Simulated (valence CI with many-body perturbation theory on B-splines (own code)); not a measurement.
**Energy levels of Cu XVI**

Computed by relativistic CI+MBPT: four valence electrons over a frozen Dirac-Fock core [Ne], a basis of 11 s, 11 p, 9 d, 7 f, 5 g, 2 h, 1 i functions for each j, with the one-electron correlation potential Σ1, the two-electron term Σ2, the three-electron term Σ3, Breit, model QED; selected CI, second order for the rest (own B-spline code, finite nucleus).

No measured levels were compared; by estimate levels of excited configurations hold to 0.05 to 0.15 % of their energy, terms of the ground configuration to about 0.5 %.

Levels 46 to 71 of 71, with energies above the lowest level, 3s²3p² ³P_0. "Leading %" is the weight of the configuration and term that name the level; weights of strongly mixed levels are sums over their largest components and can fall short. In the jj column 3d3/2^4 stands for four electrons in 3d with j = 3/2. Lifetimes count E1, E2, E3, M1 and M2 decay at the calculated energies, and are blank where another channel may lead or the interval is too uncertain; long ones can be off by a factor of two.

```csv
No.,Configuration,Term,J,E (cm⁻¹),Leading %,Lifetime,Leading jj
46,3s3p²3d,⁵P,2,870330,94,14.7 ps,3s 3p1/2 3p3/2 3d3/2 (34 %)
47,3p⁴,¹S,0,870760,58,76.7 ps,3p1/2^2 3p3/2^2 (34 %)
48,3s3p²3d,⁵P,1,873630,96,14.2 ps,3s 3p1/2 3p3/2 3d3/2 (44 %)
49,3s3p²3d,³P,2,884920,66,18.9 ps,3s 3p1/2 3p3/2 3d5/2 (42 %)
50,3s3p²3d,³P,1,900790,64,18.3 ps,3p1/2 3p3/2^3 (24 %)
51,3s3p²3d,³P,0,913200,62,18.7 ps,3s 3p3/2^2 3d5/2 (28 %)
52,3s3p²3d,³G,3,922100,91,83.0 ps,3s 3p1/2 3p3/2 3d3/2 (74 %)
53,3s3p²3d,³G,4,926270,96,96.3 ps,3s 3p1/2 3p3/2 3d5/2 (36 %)
54,3s3p²3d,³G,5,931330,97,113 ps,3s 3p1/2 3p3/2 3d5/2 (53 %)
55,3s3p²3d,³D,2,933370,81,22.2 ps,3s 3p1/2 3p3/2 3d5/2 (26 %)
56,3s3p²3d,³D,1,933930,90,21.6 ps,3s 3p3/2^2 3d3/2 (28 %)
57,3s3p²3d,³D,3,935600,81,21.5 ps,3s 3p1/2 3p3/2 3d5/2 (57 %)
58,3s3p²3d,¹G,4,943120,76,189 ps,3s 3p1/2 3p3/2 3d5/2 (55 %)
59,3s3p²3d,¹F,3,948400,69,29.3 ps,3s 3p1/2 3p3/2 3d5/2 (37 %)
60,3s3p²3d,³F,2,956140,70,16.6 ps,3s 3p1/2 3p3/2 3d3/2 (30 %)
61,3s3p²3d,³F,3,966660,70,16.1 ps,3s 3p1/2 3p3/2 3d5/2 (44 %)
62,3s3p²3d,³D,1,970330,92,21.4 ps,3s 3p1/2 3p3/2 3d5/2 (55 %)
63,3s3p²3d,³D,2,975020,78,23.0 ps,3s 3p1/2 3p3/2 3d5/2 (37 %)
64,3s3p²3d,¹P,1,975350,68,17.2 ps,3s 3p1/2 3p3/2 3d3/2 (54 %)
65,3s3p²3d,³P,0,978840,80,17.6 ps,3s 3p1/2 3p3/2 3d5/2 (43 %)
66,3s3p²3d,³F,4,982180,83,15.2 ps,3s 3p3/2^2 3d3/2 (43 %)
67,3s3p²3d,³P,1,982990,74,17.9 ps,3s 3p1/2 3p3/2 3d5/2 (49 %)
68,3s3p²3d,³D,3,987290,75,29.7 ps,3s 3p3/2^2 3d5/2 (64 %)
69,3s3p²3d,³P,2,990060,69,17.5 ps,3s 3p3/2^2 3d5/2 (39 %)
70,3s3p²3d,³D,1,1002000,52,17.0 ps,3s 3p3/2^2 3d3/2 (35 %)
71,3s3p²3d,³D,2,1004500,78,18.8 ps,3s 3p3/2^2 3d3/2 (31 %)
```

Names give the largest LS component (configuration and term), which can be under half, so a name can repeat, a term be missing and a line seem to break the LS rules; names also repeat where a configuration has a term twice.
